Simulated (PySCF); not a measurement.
C3H6BNO, SMILES B1(O)NCC1=C.

Geometry optimised at r2SCAN-D4/def2-SVP. This is a generated structure with no PubChem entry under its InChIKey; it may be hypothetical. Other conformers were not sampled.

These are TDDFT-ωB97X/def2-SVPD run with PySCF values and carry that method's errors.

Vertical excitations. Isolated molecule, no solvent. State labels are in the subgroup Cs.

Computed excitation energies, oscillator strengths and character:
```json
[
 {"state": "S1", "symmetry": "A\"", "energy (eV)": "6.41", "λ (nm)": "193", "f": "0.000", "main pairs": "HOMO−2→LUMO 98 %"},
 {"state": "S2", "symmetry": "A'", "energy (eV)": "6.63", "λ (nm)": "187", "f": "0.144", "main pairs": "HOMO→LUMO 67 %, HOMO−1→LUMO 30 %"},
 {"state": "S3", "symmetry": "A'", "energy (eV)": "6.82", "λ (nm)": "182", "f": "0.352", "main pairs": "HOMO−1→LUMO 68 %, HOMO→LUMO 30 %"},
 {"state": "S4", "symmetry": "A\"", "energy (eV)": "6.93", "λ (nm)": "179", "f": "0.005", "main pairs": "HOMO→LUMO+1 45 %, HOMO−1→LUMO+1 37 %"},
 {"state": "S5", "symmetry": "A\"", "energy (eV)": "7.63", "λ (nm)": "163", "f": "0.037", "main pairs": "HOMO−1→LUMO+1 26 %, HOMO→LUMO+1 23 %, HOMO→LUMO+2 21 %, HOMO−1→LUMO+2 12 %"},
 {"state": "S6", "symmetry": "A\"", "energy (eV)": "7.92", "λ (nm)": "157", "f": "0.001", "main pairs": "HOMO→LUMO+3 27 %, HOMO−1→LUMO+3 22 %, HOMO−1→LUMO+2 19 %, HOMO→LUMO+2 11 %"},
 {"state": "S7", "symmetry": "A\"", "energy (eV)": "8.26", "λ (nm)": "150", "f": "0.022", "main pairs": "HOMO→LUMO+2 38 %, HOMO−1→LUMO+1 19 %, HOMO→LUMO+1 12 %, HOMO→LUMO+3 10 %"},
 {"state": "T1", "symmetry": "A'", "energy (eV)": "4.02", "λ (nm)": "308", "f": "0", "main pairs": "HOMO→LUMO 63 %, HOMO−1→LUMO 30 %"},
 {"state": "T2", "symmetry": "A'", "energy (eV)": "5.74", "λ (nm)": "216", "f": "0", "main pairs": "HOMO−1→LUMO 60 %, HOMO→LUMO 31 %"},
 {"state": "T3", "symmetry": "A\"", "energy (eV)": "5.81", "λ (nm)": "213", "f": "0", "main pairs": "HOMO−2→LUMO 97 %"},
 {"state": "T4", "symmetry": "A\"", "energy (eV)": "6.84", "λ (nm)": "181", "f": "0", "main pairs": "HOMO→LUMO+1 40 %, HOMO−1→LUMO+1 35 %, HOMO→LUMO+3 8 %, HOMO−1→LUMO+3 7 %"}
]
```
Triplets are in the Tamm–Dancoff approximation, which puts them higher than full response would, so one can lie above its singlet here.
